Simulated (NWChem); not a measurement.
The numbers come from NWChem runs, not from measurements. System: F3In, charge 0, spin multiplicity 1, at a geometry optimised with PBE/def2-SVP with def2 effective core potentials on In. The structure started from a generated list of species. Level: RHF/def2-TZVP with def2 effective core potentials on In.

The NWChem input:

```
start mol
memory heap 200 mb stack 900 mb global 1100 mb
geometry units angstroms nocenter noautoz
  In     0.000000     0.000000     0.000059
  F      0.000000     0.000000     1.958317
  F     -1.695773     0.000000    -0.979320
  F      1.695773     0.000000    -0.979320
  symmetry group C2v
end
basis spherical
  * library def2-tzvp
end
ecp
  In library def2-ecp
end
scf
  rhf
  nopen 0
  maxiter 100
  thresh 1e-7
  semidirect memsize 60000000 filesize 0
end
task scf energy
```

NWChem printed:

```
             Northwest Computational Chemistry Package (NWChem) 7.3.0
             --------------------------------------------------------

                                NWChem Input Module
                                -------------------

 Scaling coordinates for geometry "geometry" by  1.889725989
 (inverse scale =  0.529177249)

 Turning off AUTOSYM since
 SYMMETRY directive was detected!

                             Geometry "geometry" -> ""
                             -------------------------

 Output coordinates in angstroms (scale by  1.889725989 to convert to a.u.)

  No.       Tag          Charge          X              Y              Z
 ---- ---------------- ---------- -------------- -------------- --------------
    1 In                  49.0000     0.00000000     0.00000000     0.00005900
    2 F                    9.0000     0.00000000     0.00000000     1.95831700
    3 F                    9.0000    -1.69577300     0.00000000    -0.97932000
    4 F                    9.0000     1.69577300     0.00000000    -0.97932000

 Effective nuclear repulsion energy (a.u.)     395.4225226348

            Nuclear Dipole moment (a.u.)
            ----------------------------
        X                 Y               Z
 ---------------- ---------------- ----------------
     0.0000000000     0.0000000000    -0.0000302356

      Symmetry information
      --------------------

 Group name             C2v
 Group number             16
 Group order               4
 No. of unique centers     3

      Symmetry unique atoms

     1    2    3


 Summary of "ao basis" -> "" (spherical)
 ------------------------------------------------------------------------------
       Tag                 Description            Shells   Functions and Types
 ---------------- ------------------------------  ------  ---------------------
 *                         def2-tzvp                  on all atoms

 Summary of "ao basis" -> "ao basis" (spherical)
 ------------------------------------------------------------------------------
       Tag                 Description            Shells   Functions and Types
 ---------------- ------------------------------  ------  ---------------------
 In                        def2-tzvp                16       50   6s5p3d2f
 F                         def2-tzvp                11       31   5s3p2d1f

                                 NWChem SCF Module
                                 -----------------

  ao basis        = "ao basis"
  functions       =   143
  atoms           =     4
  closed shells   =    24
  open shells     =     0
  charge          =   0.00
  wavefunction    = RHF
  use symmetry    = T
  symmetry adapt  = T

 Summary of "ao basis" -> "ao basis" (spherical)
 ------------------------------------------------------------------------------
       Tag                 Description            Shells   Functions and Types
 ---------------- ------------------------------  ------  ---------------------
 In                        def2-tzvp                16       50   6s5p3d2f
 F                         def2-tzvp                11       31   5s3p2d1f

      Symmetry analysis of basis
      --------------------------

        a1         56
        a2         18
        b1         40
        b2         29

 Forming initial guess at       0.1s

      Superposition of Atomic Density Guess
      -------------------------------------

 Sum of atomic energies:        -516.31365493

      Non-variational initial energy
      ------------------------------

 Total energy =    -487.172799
 1-e energy   =   -1133.757061
 2-e energy   =     455.453559
 HOMO         =      -0.620954
 LUMO         =      -0.174820

      Symmetry analysis of molecular orbitals - initial
      -------------------------------------------------

  Numbering of irreducible representations:

     1 a1          2 a2          3 b1          4 b2

  Orbital symmetries:

     1 a1          2 a1          3 b1          4 a1          5 a1
     6 b1          7 b2          8 a1          9 a1         10 b1
    11 b1         12 a1         13 a1         14 b2         15 a2
    16 a1         17 a1         18 b1         19 b2         20 b1
    21 a2         22 b2         23 a1         24 b1         25 a1
    26 b2         27 b1         28 a1         29 b2         30 b1
    31 a1         32 a1         33 a1         34 a2

 Starting SCF solution at       1.4s

 ----------------------------------------------
         Quadratically convergent ROHF

 Convergence threshold     :          1.000E-07
 Maximum no. of iterations :          100
 Final Fock-matrix accuracy:          1.000E-09
 ----------------------------------------------

              iter       energy          gnorm     gmax       time
             ----- ------------------- --------- --------- --------
                 1     -487.6101990916  1.65D+00  2.86D-01      1.5
                 2     -487.7293327122  3.09D-01  8.11D-02      1.6
                 3     -487.7350998808  1.97D-02  6.68D-03      1.8
                 4     -487.7351304627  3.70D-04  7.40D-05      2.1
                 5     -487.7351304763  4.20D-08  1.22D-08      2.6

       Final RHF  results
       ------------------

         Total SCF energy =   -487.735130476284
      One-electron energy =  -1135.266512580681
      Two-electron energy =    456.400679642605
 Nuclear repulsion energy =    191.130702461792

        Time for solution =      1.2s

       Symmetry analysis of molecular orbitals - final
       -----------------------------------------------

  Numbering of irreducible representations:

     1 a1          2 a2          3 b1          4 b2

  Orbital symmetries:

     1 a1          2 b1          3 a1          4 a1          5 b2
     6 b1          7 a1          8 a1          9 a1         10 b1
    11 a1         12 a2         13 b2         14 a1         15 b1
    16 a1         17 a1         18 b1         19 b2         20 b1
    21 b2         22 a2         23 a1         24 b1         25 a1
    26 b2         27 b1         28 a1         29 b2         30 b1
    31 a1         32 a1         33 a1         34 a2

             Final eigenvalues
             -----------------

              1
    1  -26.2625
    2  -26.2625
    3  -26.2624
    4   -5.4728
    5   -3.7401
    6   -3.7284
    7   -3.7283
    8   -1.5317
    9   -1.5281
   10   -1.5281
   11   -1.1235
   12   -1.1232
   13   -1.1232
   14   -1.1117
   15   -1.1117
   16   -0.6755
   17   -0.6332
   18   -0.6332
   19   -0.6254
   20   -0.6146
   21   -0.6119
   22   -0.6119
   23   -0.5945
   24   -0.5945
   25   -0.0112
   26    0.0234
   27    0.0829
   28    0.0829
   29    0.1300
   30    0.2377
   31    0.2377
   32    0.2610
   33    0.2695
   34    0.2777

                       ROHF Final Molecular Orbital Analysis
                       -------------------------------------

 Vector   22  Occ=2.000000D+00  E=-6.118616D-01  Symmetry=a2
              MO Center= -9.2D-10, -6.2D-16, -9.6D-01, r^2= 3.3D+00
   Bfn.  Coefficient  Atom+Function         Bfn.  Coefficient  Atom+Function
  ----- ------------  ---------------      ----- ------------  ---------------
    88      0.341012  3 F  py               119     -0.341012  4 F  py
    91      0.298691  3 F  py               122     -0.298691  4 F  py
    94      0.197833  3 F  py               125     -0.197833  4 F  py

 Vector   23  Occ=2.000000D+00  E=-5.944705D-01  Symmetry=a1
              MO Center= -1.8D-13, -2.2D-17,  1.8D-01, r^2= 4.1D+00
   Bfn.  Coefficient  Atom+Function         Bfn.  Coefficient  Atom+Function
  ----- ------------  ---------------      ----- ------------  ---------------
    58      0.294857  2 F  pz                61      0.263480  2 F  pz
    89      0.260869  3 F  pz               120      0.260869  4 F  pz
    92      0.230311  3 F  pz               123      0.230311  4 F  pz
    24      0.191115  1 In d  0              64      0.162447  2 F  pz
    95      0.150607  3 F  pz               126      0.150607  4 F  pz

 Vector   24  Occ=2.000000D+00  E=-5.944594D-01  Symmetry=b1
              MO Center=  4.9D-11,  8.7D-17, -1.8D-01, r^2= 4.1D+00
   Bfn.  Coefficient  Atom+Function         Bfn.  Coefficient  Atom+Function
  ----- ------------  ---------------      ----- ------------  ---------------
    87      0.283620  3 F  px               118      0.283620  4 F  px
    90      0.252503  3 F  px               121      0.252503  4 F  px
    56      0.249298  2 F  px                25      0.220718  1 In d  1
    59      0.219043  2 F  px                93      0.158556  3 F  px
   124      0.158556  4 F  px

 Vector   25  Occ=0.000000D+00  E=-1.115986D-02  Symmetry=a1
              MO Center= -2.6D-14,  2.3D-15,  3.2D-04, r^2= 3.9D+00
   Bfn.  Coefficient  Atom+Function         Bfn.  Coefficient  Atom+Function
  ----- ------------  ---------------      ----- ------------  ---------------
     6      1.062658  1 In s                  2      0.485026  1 In s
     1     -0.357154  1 In s                  5      0.289207  1 In s
     3     -0.286102  1 In s                  4     -0.217009  1 In s
    55     -0.208648  2 F  s                 86     -0.208609  3 F  s
   117     -0.208609  4 F  s

 Vector   26  Occ=0.000000D+00  E= 2.340528D-02  Symmetry=b2
              MO Center= -3.8D-15, -6.4D-17,  1.3D-04, r^2= 7.8D+00
   Bfn.  Coefficient  Atom+Function         Bfn.  Coefficient  Atom+Function
  ----- ------------  ---------------      ----- ------------  ---------------
    20      0.758831  1 In py                17      0.252061  1 In py
    14      0.215432  1 In py                11     -0.206652  1 In py

 Vector   27  Occ=0.000000D+00  E= 8.287616D-02  Symmetry=b1
              MO Center=  4.6D-12,  6.6D-17,  2.9D-01, r^2= 1.3D+01
   Bfn.  Coefficient  Atom+Function         Bfn.  Coefficient  Atom+Function
  ----- ------------  ---------------      ----- ------------  ---------------
    19      1.373646  1 In px                16     -0.569576  1 In px
    35     -0.183872  1 In d  1

 center of mass
 --------------
 x =   0.00000000 y =   0.00000000 z =   0.00000707

 moments of inertia (a.u.)
 ------------------
         390.319009552282           0.000000000000           0.000000000000
           0.000000000000         780.512596104858           0.000000000000
           0.000000000000           0.000000000000         390.193586552576

  Mulliken analysis of the total density
  --------------------------------------

    Atom       Charge   Shell Charges
 -----------   ------   -------------------------------------------------------
    1 In  21    19.26   0.37 -0.79  1.51  0.89  0.44  0.03 -0.41  6.39  0.41  0.08  0.02  9.02  1.05  0.12  0.11  0.01
    2 F    9     9.58   0.77  1.20  0.60  1.00  0.39  2.22  2.27  1.13  0.00  0.01  0.00
    3 F    9     9.58   0.77  1.20  0.60  1.00  0.39  2.22  2.27  1.13  0.00  0.01  0.00
    4 F    9     9.58   0.77  1.20  0.60  1.00  0.39  2.22  2.27  1.13  0.00  0.01  0.00

       Multipole analysis of the density wrt the origin
       ------------------------------------------------

     L   x y z        total         open         nuclear
     -   - - -        -----         ----         -------
     0   0 0 0     -0.000000      0.000000     48.000000

     1   1 0 0     -0.000000      0.000000      0.000000
     1   0 1 0     -0.000000      0.000000      0.000000
     1   0 0 1      0.000626      0.000000     -0.003152

     2   2 0 0    -34.737521      0.000000    184.844107
     2   1 1 0     -0.000000      0.000000      0.000000
     2   1 0 1      0.000000      0.000000      0.000000
     2   0 2 0    -22.449910      0.000000      0.000000
     2   0 1 1     -0.000000      0.000000      0.000000
     2   0 0 2    -34.740843      0.000000    184.903522

 Task  times  cpu:        2.6s     wall:        2.6s

 Total times  cpu:        2.6s     wall:        2.6s
```
